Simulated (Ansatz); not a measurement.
Ansatz (a program for electronic structure) input (wB97M-V/def2-TZVPD):

Ansatz 0.2 input:
```yaml
crystal:
  periodic: [false, false, false]
  atoms:
    - {symbol: C, position_ang: [2.02166073, -0.79252982, 0.11760948]}
    - {symbol: C, position_ang: [0.57899223, -0.40658639, 0.40581896]}
    - {symbol: C, position_ang: [-0.45405102, -1.00671627, -0.57213724]}
    - {symbol: C, position_ang: [-1.60422231, -0.05921005, -0.51208545]}
    - {symbol: C, position_ang: [-1.23433709, 1.20309518, 0.19644204]}
    - {symbol: C, position_ang: [0.29599430, 1.10289724, 0.33287285]}
    - {symbol: H, position_ang: [2.31674680, -0.46199058, -0.88196660]}
    - {symbol: H, position_ang: [2.70667420, -0.33643618, 0.83579751]}
    - {symbol: H, position_ang: [2.16172318, -1.87476082, 0.16579700]}
    - {symbol: H, position_ang: [0.31704085, -0.74786104, 1.41392682]}
    - {symbol: H, position_ang: [-0.02186878, -1.04974372, -1.58561309]}
    - {symbol: H, position_ang: [-0.72287468, -2.03808157, -0.32068022]}
    - {symbol: H, position_ang: [-2.58180050, -0.25882671, -0.92765745]}
    - {symbol: H, position_ang: [-1.55713971, 2.10629025, -0.33135866]}
    - {symbol: H, position_ang: [-1.70539840, 1.25487022, 1.19021339]}
    - {symbol: H, position_ang: [0.77333207, 1.51389089, -0.56242990]}
    - {symbol: H, position_ang: [0.68934394, 1.64694989, 1.19284743]}
basis:
  gaussian:
    orbitals: def2-TZVPD
hamiltonian:
  xc: {name: wB97M-V}
magnetization: {spin_polarized: true, initial_magnetization: 1}
output: {forces: true}
```

End of the output:

```
integrals: 0.40 GiB planned
1605 factors; their error is unknown
integrals: 0.44 GiB planned
654 factors; integrals over basis functions are off by at most 2.0e-6 eV
0.58 GiB of the device are held for the grids
2.37 GiB of device memory are held for the factors and their scratch space
mean field: 3.95 GiB planned
mean field evaluation 1: about -6391.7917 eV, gradient 3.9e1 eV
mean field evaluation 2: about -6394.3915 eV, gradient 3.1e1 eV
mean field evaluation 4: about -6398.9808 eV, gradient 1.3e0 eV
mean field evaluation 8: about -6398.9436 eV, gradient 5.8e-1 eV
mean field evaluation 16: about -6398.9447 eV, gradient 2.7e-4 eV
mean field -6398.94472911 eV, -235.1568814343 hartree, gradient 4.4e-5 eV, S^2 0.753812; 0 other end points of the search recorded, 0 dependent functions left out
the calculation of the forces begins
reference -6398.94479649 eV, -235.1568839106 hartree; 24, 23 occupied and 297, 298 virtual orbitals, 1605 factors
Total energy: -6398.94479649 eV, -235.1568839106 hartree
Atom 0 at     2.021661    -0.792530     0.117609 Å, force    -0.035608     0.014638    -0.006054 eV/Å
Atom 1 at     0.578992    -0.406586     0.405819 Å, force    -0.092141     0.036389    -0.037124 eV/Å
Atom 2 at    -0.454051    -1.006716    -0.572137 Å, force     0.089015     0.039305     0.038434 eV/Å
Atom 3 at    -1.604222    -0.059210    -0.512085 Å, force     0.029274     0.011900     0.016933 eV/Å
Atom 4 at    -1.234337     1.203095     0.196442 Å, force     0.065231    -0.014619     0.030236 eV/Å
Atom 5 at     0.295994     1.102897     0.332873 Å, force    -0.051616    -0.088824    -0.028023 eV/Å
Atom 6 at     2.316747    -0.461991    -0.881967 Å, force    -0.016911     0.002506     0.007592 eV/Å
Atom 7 at     2.706674    -0.336436     0.835798 Å, force    -0.019635    -0.004833    -0.011392 eV/Å
Atom 8 at     2.161723    -1.874761     0.165797 Å, force    -0.010389     0.020933    -0.000873 eV/Å
Atom 9 at     0.317041    -0.747861     1.413927 Å, force    -0.011154     0.007078    -0.002464 eV/Å
Atom 10 at    -0.021869    -1.049744    -1.585613 Å, force     0.000805     0.019381     0.016437 eV/Å
Atom 11 at    -0.722875    -2.038082    -0.320680 Å, force    -0.000230     0.020834     0.004423 eV/Å
Atom 12 at    -2.581800    -0.258827    -0.927657 Å, force     0.027804     0.004771     0.011882 eV/Å
Atom 13 at    -1.557140     2.106290    -0.331359 Å, force     0.012922    -0.027296     0.003118 eV/Å
Atom 14 at    -1.705398     1.254870     1.190213 Å, force     0.017349    -0.017481    -0.026551 eV/Å
Atom 15 at     0.773332     1.513891    -0.562430 Å, force    -0.000489    -0.016079    -0.013534 eV/Å
Atom 16 at     0.689344     1.646950     1.192847 Å, force    -0.004225    -0.008603    -0.003041 eV/Å
Dipole moment:     0.030995     0.002193     0.033194 e Å
```

It need not be the lowest isomer of its formula.
